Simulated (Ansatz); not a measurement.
Process, species as SMILES: [GeH] (GeH) → Ge atom + H atom
B3LYP-D3(BJ)/def2-TZVP geometries, fixed; electronic energies without zero-point terms.
Largest species:
```xyz
2

Ge     0.0000     0.0000    -0.0487
H      0.0000     0.0000     1.5577
```
Charge 0, spin multiplicity 2.

The atomisation energy at MP2 with Ansatz (a quantum-chemistry and plane-wave program), in kcal/mol, split into its Hartree-Fock and correlation parts. Cores are frozen (with 3d on Ga to Br). Open shells are unrestricted. No added dispersion term, no relativity. Functions are those of the species that has most.

```json
[
 {"basis": "aug-cc-pVDZ", "X": "2", "functions": "45", "Hartree-Fock": "45.05", "MP2": "58.92"},
 {"basis": "aug-cc-pVTZ", "X": "3", "functions": "82", "Hartree-Fock": "45.83", "MP2": "62.31"},
 {"basis": "aug-cc-pVQZ", "X": "4", "functions": "139", "Hartree-Fock": "46.01", "MP2": "63.35"},
 {"basis": "aug-cc-pV5Z", "X": "5", "functions": "220", "Hartree-Fock": "46.05", "MP2": "63.70"}
]
```

Worked estimate of the basis-set limit from each neighbouring pair, with Hartree-Fock from the larger set and the correlation part extrapolated as X^-3.
Correlation parts: X = 2: 13.87, X = 3: 16.48, X = 4: 17.34, X = 5: 17.65.
- (2,3): (27·(16.48) - 8·(13.87))/19 = 17.58; with Hartree-Fock 45.83 the estimate is 63.41 kcal/mol.
- (3,4): (64·(17.34) - 27·(16.48))/37 = 17.97; with Hartree-Fock 46.01 the estimate is 63.98 kcal/mol.
- (4,5): (125·(17.65) - 64·(17.34))/61 = 17.98; with Hartree-Fock 46.05 the estimate is 64.03 kcal/mol.
The last two estimates differ by 0.05 kcal/mol; the largest set lies 0.33 from the last. Over the last step Hartree-Fock moves by 0.04 and the correlation part by 0.31.
